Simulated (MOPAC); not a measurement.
MOPAC input (MNDO):

```
MNDO 1SCF UHF MS=0.5 GEO-OK AUX(PRECISION=9) THREADS=1
C3H2F3

F     2.63514600 1    0.26894200 1    0.14483900 1
C     1.41433700 1   -0.29099800 1    0.21315900 1
C     0.31582600 1    0.47213500 1   -0.11947900 1
C    -0.97167400 1    0.02872400 1   -0.09319000 1
F    -2.01942800 1    0.76769200 1   -0.41391000 1
F    -1.33106000 1   -1.19629800 1    0.25670900 1
H     1.41926100 1   -1.32074400 1    0.53390400 1
H     0.46788900 1    1.49854600 1   -0.42557400 1
```

From the output:

```
                                                       MOPAC v23.2.5 Linux

          FINAL HEAT OF FORMATION =       -124.51479 KCAL/MOL =    -520.96989 KJ/MOL

          COSMO AREA              =        112.12 SQUARE ANGSTROMS
          COSMO VOLUME            =         95.82 CUBIC ANGSTROMS

          IONIZATION POTENTIAL    =          9.700151 EV
          ALPHA SOMO LUMO (EV)    =         -9.700  0.065
          BETA  SOMO LUMO (EV)    =        -11.769 -0.649
          NO. OF ALPHA ELECTRONS  =         18
          NO. OF BETA  ELECTRONS  =         17
          MOLECULAR WEIGHT        =         95.0440         POINT GROUP:  Cs

          MOLECULAR DIMENSIONS (Angstroms)

            Atom       Atom       Distance
            F     5    F     1     4.71445
            H     8    F     6     2.99590
            H     8    H     7     0.00000

          SCF CALCULATIONS        =          1

   ATOM   CHEMICAL          X               Y               Z
  NUMBER   SYMBOL      (ANGSTROMS)     (ANGSTROMS)     (ANGSTROMS)

     1       F          2.63514600  *   0.26894200  *   0.14483900  *
     2       C          1.41433700  *  -0.29099800  *   0.21315900  *
     3       C          0.31582600  *   0.47213500  *  -0.11947900  *
     4       C         -0.97167400  *   0.02872400  *  -0.09319000  *
     5       F         -2.01942800  *   0.76769200  *  -0.41391000  *
     6       F         -1.33106000  *  -1.19629800  *   0.25670900  *
     7       H          1.41926100  *  -1.32074400  *   0.53390400  *
     8       H          0.46788900  *   1.49854600  *  -0.42557400  *

                             CARTESIAN COORDINATES

   1    F        2.635146000     0.268942000     0.144839000
   2    C        1.414337000    -0.290998000     0.213159000
   3    C        0.315826000     0.472135000    -0.119479000
   4    C       -0.971674000     0.028724000    -0.093190000
   5    F       -2.019428000     0.767692000    -0.413910000
   6    F       -1.331060000    -1.196298000     0.256709000
   7    H        1.419261000    -1.320744000     0.533904000
   8    H        0.467889000     1.498546000    -0.425574000

           Empirical Formula: C3 H2 F3  =     8 atoms

      MOLECULAR POINT GROUP   :   Cs

          ALPHA EIGENVALUES
 -50.35714 -47.14557 -44.87125 -35.59808 -26.01795 -21.91028 -19.74635 -19.37693
 -18.72765 -18.03154 -17.14193 -16.73895 -16.59762 -16.14299 -15.23504 -14.15672
 -12.08331  -9.70015   0.06525   2.64897   3.02461   3.29381   4.10310   4.54369
   4.85021   5.08084

           BETA EIGENVALUES
 -49.95535 -46.78226 -44.69132 -35.73578 -25.21884 -21.70841 -19.68073 -19.28396
 -18.09823 -17.95721 -16.73703 -16.46818 -16.12057 -16.01169 -15.23673 -14.14257
 -11.76875  -0.64946   0.96022   2.86218   3.37533   3.80655   4.30079   4.82636
   5.03676   5.20780

              NET ATOMIC CHARGES AND DIPOLE CONTRIBUTIONS

  ATOM NO.   TYPE          CHARGE      No. of ELECS.   s-Pop       p-Pop
    1          F          -0.182654        7.1827     1.88460     5.29806
    2          C           0.127277        3.8727     1.20601     2.66672
    3          C          -0.103500        4.1035     1.17726     2.92624
    4          C           0.280214        3.7198     1.13707     2.58272
    5          F          -0.158688        7.1587     1.87814     5.28055
    6          F          -0.167292        7.1673     1.87895     5.28834
    7          H           0.101188        0.8988     0.89881
    8          H           0.103456        0.8965     0.89654
 DIPOLE           X         Y         Z       TOTAL
 POINT-CHG.     0.619    -0.131     0.094     0.640
 HYBRID        -0.143    -0.022    -0.006     0.145
 SUM            0.476    -0.153     0.089     0.508

          ATOMIC ORBITAL ELECTRON POPULATIONS

     Atom    s        px        py        pz
    1  F   1.88460   1.48980   1.87583   1.93242
    2  C   1.20601   0.74610   0.90617   1.01444
    3  C   1.17726   0.87032   0.98197   1.07396
    4  C   1.13707   0.80753   0.72076   1.05443
    5  F   1.87814   1.60296   1.77631   1.90128
    6  F   1.87895   1.93048   1.46166   1.89620
    7  H   0.89881
    8  H   0.89654

                    (SZ)    =    0.500000
                    (S**2)  =    0.973110

          ATOMIC ORBITAL SPIN POPULATIONS

    Atom   Total    s     px     py     pz
         Atomic
    1  F  0.0422  0.003 -0.017  0.003  0.054
    2  C  0.7677  0.042  0.030  0.089  0.606
    3  C -0.5808 -0.034 -0.054 -0.074 -0.418
    4  C  0.7037  0.042  0.028  0.068  0.565
    5  F  0.0390  0.003 -0.010 -0.003  0.049
    6  F  0.0385  0.003  0.000 -0.012  0.048
    7  H -0.0380 -0.038
    8  H  0.0277  0.028

 **********************
 *                    *
 * JOB ENDED NORMALLY *
 *                    *
 **********************

 == MOPAC DONE ==
```

The geometry given is a B3LYP-D3(BJ)/def2-TZVP minimum.

The determinant is spin-contaminated: <S^2> is 0.97 against 0.75 for a pure state.
